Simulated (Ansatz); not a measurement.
Cost and result for the atomization energy of C2H7NSSi, SMILES `C/N=C\[SiH2]S` (12 atoms, 11 bonds).

```xyz
12

C     0.8375   -0.5493   -1.5161
N     1.1696    0.6838   -0.8577
C     0.6988    0.9342    0.2900
Si   -0.4627   -0.1082    1.3758
S    -2.4204   -0.3223    0.5364
H     1.7650   -1.0564   -1.7950
H     0.3137   -0.3163   -2.4474
H     0.2146   -1.2365   -0.9286
H     0.9989    1.8977    0.7205
H    -0.5164    0.5788    2.6920
H     0.0088   -1.5028    1.5665
H    -2.6075    0.9972    0.3634
```

Charge 0, multiplicity 1. The geometry is a stationary point of PBE0-D4/def2-TZVP. It is one conformer, not always the lowest. Program: Ansatz. All runs use 4 threads of an Intel Xeon Platinum 8259CL on a shared host. Times are those of one run each, without the atoms' runs, and a repeat can differ threefold. Electronic energies, without spin–orbit coupling; frozen cores. CCSD(T)/CBS adds CCSD(T) − MP2 in def2-TZVPP to the MP2 limit, and its time is that of the two runs behind it. T1 = 0.012; the RHF reference is unstable towards UHF. B3LYP takes the VWN-RPA correlation (the form of Gaussian; ORCA's B3LYP/G).

CCSD(T)/CBS is a level of theory with its own doubt, some kJ/mol a heavy atom from the limit and from the frozen cores, so smaller differences don't rank the functionals.

```tsv
level	functions	atomization (kJ/mol)	difference from CCSD(T)/CBS	per bond
B3LYP-D4/def2-TZVPP (with forces)	275	4276.1	13.7	1.2
CCSD(T)/CBS(def2)	–	4262.4	0.0	0.0
ωB97X-V/def2-TZVPP	275	4289.6	27.2	2.5
PBE0-D4/def2-TZVPP	275	4276.8	14.4	1.3
CCSD(T)/def2-TZVPP	275	4141.0	-121.4	-11.0
PBE-D4/def2-TZVPP (with forces)	275	4356.6	94.2	8.6
r2SCAN-D4/def2-TZVPP (with forces)	275	4269.4	7.0	0.6
B2PLYP/def2-TZVPP	275	4214.3	-48.1	-4.4
MP2/def2-QZVPP	521	4254.2	-8.2	-0.7
ωB97M-V/def2-TZVPP (with forces)	275	4286.3	23.9	2.2
```

(1) Order the runs by time, with rough figures. (Estimate.)

Answers

(1) The calculation gave: PBE-D4/def2-TZVPP (with forces) 3.4 s; PBE0-D4/def2-TZVPP 3.9 s; r2SCAN-D4/def2-TZVPP (with forces) 5.5 s; B3LYP-D4/def2-TZVPP (with forces) 7 s; B2PLYP/def2-TZVPP 8 s; ωB97X-V/def2-TZVPP 9.5 s; ωB97M-V/def2-TZVPP (with forces) 14 s; MP2/def2-QZVPP 33 s; CCSD(T)/def2-TZVPP 2.1 min; CCSD(T)/CBS(def2) 2.6 min.

In def2-TZVPP, CCSD(T) changes the Hartree–Fock value by +1107.9 kJ/mol (the triples alone add +70.1 kJ/mol) and MP2 by +1149.2 kJ/mol; breaking electron pairs costs correlation energy, which Hartree–Fock lacks. From PBE to PBE0 (25 % exact exchange), in def2-TZVPP and without D4, the atomization energy moves by −75.7 kJ/mol: exact exchange takes away binding that semilocal exchange gives to molecules. The D4 term adds +45.4 kJ/mol with B3LYP and +24.1 kJ/mol with PBE0; it sums over pairs of atoms, weighted by their polarisabilities, and B3LYP, whose exchange is more repulsive, gets the larger term.
